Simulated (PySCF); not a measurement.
## Computed properties of C4H7FO, SMILES CO[C@@H]1C[C@@H]1F

C₄H₇FO, SMILES CO[C@@H]1C[C@@H]1F. Coordinates come from a PBE0-D3(BJ)/def2-SVP optimisation. The structure was generated by enumeration; whether it is a known compound was not checked. Other conformers were not sampled. All values are computed for the isolated molecule unless a solvent is named; none is compared with measurement here.

**Structure.** All 33 harmonic modes at PBE0-D3(BJ)/def2-SVP (PySCF) are real, so it is a minimum. With heavy atoms numbered as in [CH3:1][O:2][C@@H:3]1[CH2:4][C@@H:5]1[F:6], the shortest bond between them is C5–F6 at 1.350 Å and the longest C3–C4 at 1.515 Å.

**Vibrations.** The strongest infrared lines (harmonic, unscaled, degenerate partners summed) lie at 1380 cm⁻¹ (76 km/mol, H 61 %, C 36 %), 1296 cm⁻¹ (70 km/mol, H 51 %, O 28 %, C 20 %), 3001 cm⁻¹ (56 km/mol, H 97 %). The softest mode is at 106 cm⁻¹ and the zero-point energy is 67.1 kcal/mol.

**Electronic structure.** PBE0/def2-TZVP (PySCF) places the frontier levels at -7.42 and 1.25 eV, a gap of 8.67 eV, and gives a dipole moment of 2.62 D and a mean polarisability of 51.4 bohr³. PBE/def2-TZVP (PySCF) at the same geometry gives -5.93 and 0.33 eV, so its gap is 2.41 eV narrower. An orbital gap is neither the optical nor the fundamental gap.

**Excitations.** TDA-B3LYP/def2-SVPD (PySCF) has S1 at 6.72 eV (185 nm, f = 0.013, weak); the most intense of the 10 singlets computed lies at 7.71 eV (f = 0.03). T1 (TDA) is at 6.55 eV, 0.17 eV under S1. TDA-PBE/def2-SVPD (PySCF) puts S1 at 6.03 eV. No vertical singlet excitation falls in the visible range (under 3.1 eV).

**NMR.** GIAO shifts at KT2/pcSseg-1 (PySCF) (non-relativistic, atoms alike by connectivity averaged): ¹³C from 13.4 to 74.0 ppm against TMS; ¹H from 0.8 to 4.5 ppm against TMS; ¹⁹F at -285.7 ppm against CFCl3.

**Solvation.** SMD-ωB97X/6-31G* (PySCF) gives -2.7 kcal/mol in water, -4.8 kcal/mol in N,N-dimethylformamide, -4.6 kcal/mol in tetrahydrofuran (1 M in both phases, gas-phase geometry); of these solvents N,N-dimethylformamide holds the molecule best.
